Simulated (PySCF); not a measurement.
C3H9BO.
Bonds: B1–O2, O2–C3, C3–C4, C4–C5. Hydrogens: H6, H7 on B1; H8, H9 on C3; H10, H11 on C4; H12, H13, H14 on C5.

The calculation used PBE0-D3(BJ)/def2-SVP geometry optimisation, gas phase in PySCF 2.14.0.

Entries marked ? are missing. Bonds in one row agree within 0.01 Å.

| coordinate | value |
| --- | --- |
| B1–O2 | ? |
| O2–C3 | ? |
| C3–C4 | 1.515 Å |
| C4–C5 | ? |
| B1–H6, B1–H7 | 1.213 Å |
| C3–H8, C3–H9 | 1.104 Å |
| C4–H10, C4–H11 | 1.103 Å |
| C5–H12, C5–H13, C5–H14 | 1.101 Å |
| O2–B1–H6 | ? |
| O2–B1–H7 | ? |
| H6–B1–H7 | ? |
| B1–O2–C3 | 123.2° |
| O2–C3–C4 | 110.7° |
| O2–C3–H8 | 107.5° |
| O2–C3–H9 | 110.0° |
| C4–C3–H8 | 110.1° |
| C4–C3–H9 | 110.7° |
| H8–C3–H9 | 107.7° |
| C3–C4–C5 | 112.5° |
| C3–C4–H10 | 108.4° |
| C3–C4–H11 | 108.6° |
| C5–C4–H10 | ? |
| C5–C4–H11 | ? |
| H10–C4–H11 | 106.3° |

Q: Estimate the withheld lengths and angles.

A: 
- B1–O2 = 1.339 Å, drawn single (three-coordinate boron to boron-bound oxygen); 0.16 Å below the sum of covalent radii, 1.50 Å.
- O2–C3 = 1.413 Å, drawn single (boron-bound oxygen to sp3 carbon bound to oxygen); 0.01 Å below the sum of covalent radii, 1.42 Å.
- C4–C5 = 1.520 Å, drawn single (chain CH2 carbon to methyl carbon); equal to the sum of covalent radii, 1.52 Å.
- O2–B1–H6 = 117.2°, at the three-coordinate boron; the outer atoms are 2.175 Å apart.
- O2–B1–H7 = 120.2°, at the three-coordinate boron; the outer atoms are 2.215 Å apart.
- H6–B1–H7 = 122.7°, at the three-coordinate boron; the outer atoms are 2.128 Å apart.
- C5–C4–H10 = 110.6°, at the chain CH2 carbon; the outer atoms are 2.169 Å apart.
- C5–C4–H11 = 110.3°, at the chain CH2 carbon; the outer atoms are 2.165 Å apart.

Radii are Cordero's, carbon taken as 0.76, 0.73 or 0.69 Å for four, three, and two or fewer neighbours.

PBE0-D3(BJ)/def2-SVP frequencies: not computed here. The numbers are those of one conformer (H–B1–O2–C3 179° and -1°, B1–O2–C3–C4 -113°, O2–C3–C4–C5 -176°).
